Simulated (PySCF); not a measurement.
# Spin-rotation constants: `InChI=1S/C6H5FO2/c7-5-2-1-3-6(5)9-4-8/h1,3-4H,2H2`

Geometry (Å), atoms numbered from 1 in this order:
```xyz
14

O     2.581    0.776   -0.904
C     2.686    0.140    0.097
O     1.705   -0.440    0.788
C     0.400   -0.244    0.374
C    -0.237    0.907    0.091
F     0.239    2.152    0.161
C    -1.652    0.636   -0.291
C    -1.722   -0.850   -0.183
C    -0.535   -1.339    0.197
H     3.637   -0.088    0.607
H    -1.869    0.987   -1.302
H    -2.353    1.137    0.380
H    -2.614   -1.409   -0.396
H    -0.265   -2.365    0.360
```

Computed, not measured: GIAO B97-D/6-31++G** magnetisability, rotational g tensor and spin-rotation constants, non-relativistic, gas phase (PySCF 2.14.0). Geometry: GFN2-xTB.

Task: Give the nuclear spin-rotation constants along the inertial axes (H = +C I·J) beside the isotropic shieldings.

Result: Rotational constants 2.9405, 1.4397, 1.0797 GHz. A star marks the isotopologue with that one atom substituted, in its own axes.
```tsv
atom	isotope	Caa (kHz)	Cbb (kHz)	Ccc (kHz)	mean (kHz)	σ (ppm)
F6	19F	3.989	2.040	0.297	2.109	293.7
H10	1H	0.138	-0.095	-0.069	-0.009	23.6
H11	1H	-0.295	-0.096	-0.007	-0.133	28.6
H12	1H	-0.146	-0.099	-0.060	-0.102	28.7
H13	1H	0.181	-0.112	-0.113	-0.015	26.1
H14	1H	-0.298	0.157	-0.131	-0.091	25.6
O1	17O*	-1.411	-0.398	-0.337	-0.715	-39.1
C2	13C*	1.352	0.348	0.265	0.655	51.8
O3	17O*	-0.682	-0.359	-0.212	-0.418	119.6
C4	13C*	1.055	0.426	0.230	0.570	71.5
C5	13C*	1.105	0.508	0.281	0.632	44.4
C7	13C*	0.480	0.238	0.163	0.294	156.0
C8	13C*	0.978	0.498	0.143	0.539	83.4
C9	13C*	0.908	0.563	0.172	0.548	73.0
```
For the geometry as given, no vibrational averaging.
